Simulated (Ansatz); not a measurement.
C2H6Co⁺, that is CoMe2 with one electron fewer. The state is a triplet with charge 1. Geometry PBE0-D4/def2-TZVP, that of the neutral quartet; atoms count from 1.

Cartesian coordinates in Å:
```
Co 0.527 -0.019 0.264
C 0.741 1.076 -1.373
H 0.492 0.499 -2.270
H 1.773 1.432 -1.486
H 0.091 1.957 -1.346
C -0.719 -1.077 1.383
H -1.555 -0.461 1.731
H -0.217 -1.482 2.271
H -1.133 -1.925 0.825
```

The charge 1 triplet is spin-contaminated (final ⟨S²⟩ up to 2.74, 2.00 for a pure state). At PBE0-D4/def2-TZVP a quintet of charge 1 lies 0.18 eV below the triplet, each at its own geometry.

Q: Estimate the Mulliken populations from the PBE0/def2-TZVP orbitals of Ansatz.

A: 
```csv
atom,charge (e),spin (α − β),d electrons
Co1,0.69,2.88,7.30
C2,-0.46,-0.46,–
H3,0.20,0.00,–
H4,0.21,0.01,–
H5,0.20,0.00,–
C6,-0.46,-0.45,–
H7,0.20,0.00,–
H8,0.21,0.01,–
H9,0.20,0.00,–
```
Mulliken values and Mayer orders depend strongly on the basis.

Q: Where does the spin sit?

A: Summed by element: Co 2.88, C -0.91, H 0.03, of 2 unpaired in all. Largest on single atoms: Co1 2.88, C2 -0.46, C6 -0.45.

Q: And the Mayer bond orders between bonded heavy atoms (over 0.3)?

A: Co1–C2 0.80 (1.98 Å); Co1–C6 0.80 (1.98 Å).
